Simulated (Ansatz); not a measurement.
Cost and result for the atomization energy of CH₄BClSn (8 atoms, 10 bonds).

```xyz
8

Cl    1.7350   -0.7747    0.7732
Sn    0.0527   -1.5356   -1.0976
B    -0.0812    0.0239    0.7167
C    -0.1481    0.6099   -0.7498
H    -0.7676   -1.1051    0.7458
H    -0.3679    0.5357    1.7600
H    -1.1080    1.0235   -1.0648
H     0.6852    1.2225   -1.0836
```

Total charge 0; spin multiplicity 1. Correlated methods include outer-core shells of Sn, which these sets cover unevenly. Sn takes the def2 core potential. The bonds changed during the relaxation, so this is another structure than the one it started from. All single points use the PBE0-D4/def2-TZVP geometry. Program: Ansatz. All runs use 2 threads of an Arm Neoverse V1 on a shared host. Times are those of one run each, without the atoms' runs, and a repeat can differ threefold. Electronic energies, without spin–orbit coupling; frozen cores. CCSD(T)/CBS adds CCSD(T) − MP2 in def2-TZVPP to the MP2 limit, and its time is that of the two runs behind it. T1 = 0.015. With those shells the extrapolation isn't a true limit. HSE06 is the plane-wave form, built on full-range PBE exchange.

CCSD(T)/CBS is a level of theory with its own doubt, some kJ/mol a heavy atom from the limit and from the frozen cores, so smaller differences don't rank the functionals.

```tsv
level	functions	wall time
BLYP-D4/def2-TZVPP	210	3.5 s
PBE0-D4/def2-TZVPP	210	4.7 s
HSE06-D4/def2-TZVPP	210	4.7 s
BHLYP-D4/def2-TZVPP	210	4.8 s
CAM-B3LYP-D4/def2-TZVPP	210	5.5 s
CCSD(T)/def2-SVP	92	6.5 s
r2SCAN-D4/def2-TZVPP (with forces)	210	8 s
r2SCANh-D4/def2-TZVPP	210	8 s
B2PLYP/def2-TZVPP	210	9 s
ωB97M-V/def2-TZVPP (with forces)	210	20 s
MP2/def2-QZVPP	386	28 s
CCSD(T)/def2-TZVPP	210	2.7 min
CCSD(T)/CBS(def2)	–	3.2 min
```

What atomization energy does each give, and how far from CCSD(T)/CBS? (An estimate is asked.)

Computed: 
```json
{"level": "BLYP-D4/def2-TZVPP", "atomization (kJ/mol)": "2640.6", "difference from CCSD(T)/CBS": "-23.5", "per bond": "-2.4"}
{"level": "PBE0-D4/def2-TZVPP", "atomization (kJ/mol)": "2680.1", "difference from CCSD(T)/CBS": "16.0", "per bond": "1.6"}
{"level": "HSE06-D4/def2-TZVPP", "atomization (kJ/mol)": "2681.3", "difference from CCSD(T)/CBS": "17.2", "per bond": "1.7"}
{"level": "BHLYP-D4/def2-TZVPP", "atomization (kJ/mol)": "2581.4", "difference from CCSD(T)/CBS": "-82.7", "per bond": "-8.3"}
{"level": "CAM-B3LYP-D4/def2-TZVPP", "atomization (kJ/mol)": "2647.8", "difference from CCSD(T)/CBS": "-16.3", "per bond": "-1.6"}
{"level": "CCSD(T)/def2-SVP", "atomization (kJ/mol)": "2492.6", "difference from CCSD(T)/CBS": "-171.5", "per bond": "-17.2"}
{"level": "r2SCAN-D4/def2-TZVPP (with forces)", "atomization (kJ/mol)": "2684.1", "difference from CCSD(T)/CBS": "20.0", "per bond": "2.0"}
{"level": "r2SCANh-D4/def2-TZVPP", "atomization (kJ/mol)": "2668.2", "difference from CCSD(T)/CBS": "4.1", "per bond": "0.4"}
{"level": "B2PLYP/def2-TZVPP", "atomization (kJ/mol)": "2619.3", "difference from CCSD(T)/CBS": "-44.8", "per bond": "-4.5"}
{"level": "ωB97M-V/def2-TZVPP (with forces)", "atomization (kJ/mol)": "2664.8", "difference from CCSD(T)/CBS": "0.7", "per bond": "0.1"}
{"level": "MP2/def2-QZVPP", "atomization (kJ/mol)": "2679.8", "difference from CCSD(T)/CBS": "15.7", "per bond": "1.6"}
{"level": "CCSD(T)/def2-TZVPP", "atomization (kJ/mol)": "2587.8", "difference from CCSD(T)/CBS": "-76.3", "per bond": "-7.6"}
{"level": "CCSD(T)/CBS(def2)", "atomization (kJ/mol)": "2664.1", "difference from CCSD(T)/CBS": "0.0", "per bond": "0.0"}
```

From PBE to PBE0 (25 % exact exchange), in def2-TZVPP and without D4, the atomization energy moves by −39.1 kJ/mol: exact exchange takes away binding that semilocal exchange gives to molecules. At CCSD(T), def2-SVP lies −171.6 kJ/mol from the extrapolated value and def2-TZVPP −76.3 kJ/mol: correlation converges slowly with the basis, and small sets miss more of it in the bonded molecule than in its fragments. The D4 term adds +35.1 kJ/mol with B3LYP and +17.8 kJ/mol with PBE0; it sums over pairs of atoms, weighted by their polarisabilities, and B3LYP, whose exchange is more repulsive, gets the larger term.

B3LYP here is the variant with VWN-RPA as its local correlation; programs differ in this.

Spin–orbit coupling would lower the free Sn atoms strongly, and the atomization energy with them, by more than many differences here. For some Ge, Se and Sn compounds the MP2-based and the directly extrapolated limit differ by 10 to 25 kJ/mol.
